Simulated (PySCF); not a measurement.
Calculated properties of `CSCc1ccco1`

Compound: C6H8OS.
Geometry (GFN2-xTB, Å), atoms numbered from 1 in this order:
```xyz
16
C6H8OS angstrom
C      2.213    1.094   -0.007
S      2.060   -0.287   -1.172
C      0.886   -1.341   -0.224
C     -0.417   -0.673   -0.024
C     -1.461   -0.449   -0.875
C     -2.426    0.277   -0.136
C     -1.897    0.444    1.106
O     -0.681   -0.123    1.183
H      2.918    1.794   -0.443
H      1.246    1.573    0.122
H      2.591    0.727    0.944
H      0.783   -2.243   -0.824
H      1.351   -1.574    0.734
H     -1.529   -0.761   -1.897
H     -3.376    0.625   -0.485
H     -2.269    0.926    1.988
```

Structural features include: aromatic ring with oxygen and sulfide.

GFN2-xTB geometry:

```yaml
Point_group_of_the_GFN2-xTB_geometry: C1
Rotational_constants_A_B_C_of_the_GFN2-xTB_geometry: 3.795, 1.095, 1.003 GHz
```

CAM-B3LYP/def2-SVPD ground state and vertical TDDFT (core frozen in the response) (PySCF):

```yaml
Dipole_moment: 1.30 D
HOMO_energy: -7.47 eV
LUMO_energy: 0.88 eV
HOMO–LUMO_gap: 8.35 eV
Lowest_singlet_excitation: 5.14 eV (241 nm, f = 0.037)
Strongest_line_among_the_8_lowest_singlet_transitions: S2 at 5.75 eV (216 nm, f = 0.208)
Lowest_triplet_excitation_Tamm–Dancoff: 3.80 eV
Static_isotropic_polarisability: 92.5 au
Electronic_spatial_extent_⟨r²⟩_about_the_centre_of_nuclear_charge: 1217 bohr²
```

Monoisotopic mass (most abundant isotopes): 128.0296 u.

No computed singlet falls in the visible range (750 to 380 nm, 1.65 to 3.26 eV); S1 lies 1.88 eV above its blue end. The dipole matches unit charges of opposite sign 0.27 Å apart (1 e·Å = 4.8032 D). The rotational constants make it an asymmetric top with κ = (2B − A − C)/(A − C) = -0.93, nearer the prolate limit (−1). The principal polarisabilities are 75.0, 89.6 and 113.0 au; their mean is the isotropic value.

Isolated species at its GFN2-xTB geometry (one conformer only).

For the TDDFT job (CAM-B3LYP/def2-SVPD), hardware: an Arm Neoverse V1 with one thread, on a shared host. Cost: 85 s wall.
